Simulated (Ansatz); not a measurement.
Gas-phase electronic energies from Ansatz, PBE0-D4/def2-TZVP geometries. CCSD(T)/CBS is the MP2 limit (def2-TZVPP, def2-QZVPP) plus CCSD(T) − MP2 in def2-TZVPP, frozen cores. Functionals use def2-TZVPP. B3LYP here is the variant with VWN-RPA as its local correlation; programs differ in this. HSE06 is defined as in plane-wave codes. Elements past krypton have def2 core potentials. For Ta outer-core shells are correlated without core-valence functions, which leaves a few kJ/mol of doubt a bond. Each species was taken in one conformer, which may not be the lowest.

Consider the isomerisation: `[NH]=[Ta]([NH2])([OH])[F]` → `[NH2][Ta]([NH2])(=[O])[F]`.

Q: Is it downhill or uphill in electronic energy at CCSD(T)/CBS, and by how much? (Estimate.)

A: The calculation gave: Downhill: ΔE = -0.53 eV.

Q: What do these levels give: PBE-D4, B97M-V, B3LYP-D4, ωB97M-V, PBE, PBE0, B3LYP, HSE06, BHLYP, MP2/def2-SVP, CCSD(T)/def2-SVP, CCSD/def2-TZVPP? (An estimate is asked.)

A: Ansatz gave: PBE-D4 -0.62, B97M-V -0.61, B3LYP-D4 -0.57, ωB97M-V -0.55, PBE -0.63, PBE0 -0.57, B3LYP -0.58, HSE06 -0.57, BHLYP -0.51, MP2/def2-SVP -0.68, CCSD(T)/def2-SVP -0.58, CCSD/def2-TZVPP -0.53 eV.

Largest T1 diagnostic among the species: 0.020.

In def2-TZVPP, CCSD(T) changes the Hartree–Fock value by −0.11 eV (the triples alone add −0.03 eV) and MP2 by −0.18 eV. From r2SCAN to r2SCAN0 (25 % exact exchange), in def2-TZVPP and without D4, ΔE moves by +0.06 eV.
